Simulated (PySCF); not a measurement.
chloroform (CHCl₃), singlet, at a GFN2-xTB geometry. Base run: WB97X/6-31G, TDA run with PySCF.

The PySCF input:
```python
from pyscf import gto, scf, dft, tdscf

mol = gto.M(
    atom='''
C    -0.00102295    0.00710830    0.48100116
H    -0.00334391    0.02323614    1.57233262
Cl    0.00925814    1.67396575   -0.11215631
Cl    1.44662035   -0.84673105   -0.07184825
Cl   -1.45532076   -0.83111035   -0.07825071
''',
    basis='6-31g',
    verbose=4,
)

mf = dft.RKS(mol)
mf.xc = 'wb97x'
mf.kernel()
td = mf.TDA()
td.nstates = 5
td.kernel()
td.analyze()
```

Variants of this job, named by their change:

```
change                           first excitation (eV)  oscillator strength of the first  second (eV)  core-seconds (rough)
-------------------------------  ---------------------  --------------------------------  -----------  --------------------
base                                              6.93                             0.000         7.40                    50
functional = blyp                                 5.73                             0.000         6.30                    10
functional = pbe                                  5.81                             0.000         6.35                    20
nstates = 2                                       6.93                             0.000         7.40                    50
conv_tol = 1e-3                                   6.93                             0.000         7.40                    30
functional = hf                                   7.81                             0.000         8.12                     4
states = triplets                                 6.31                                 -         6.59                    50
functional = pbe0                                 6.53                             0.000         7.07                    20
basis = 6-31G*                                    6.84                             0.000         7.32                    90
basis = def2-SVP                                  7.34                             0.000         7.74                    70
response = full linear response                   6.91                             0.000         7.37                    90
```

An iterative solver can miss low states, so a row lists the states that it found.
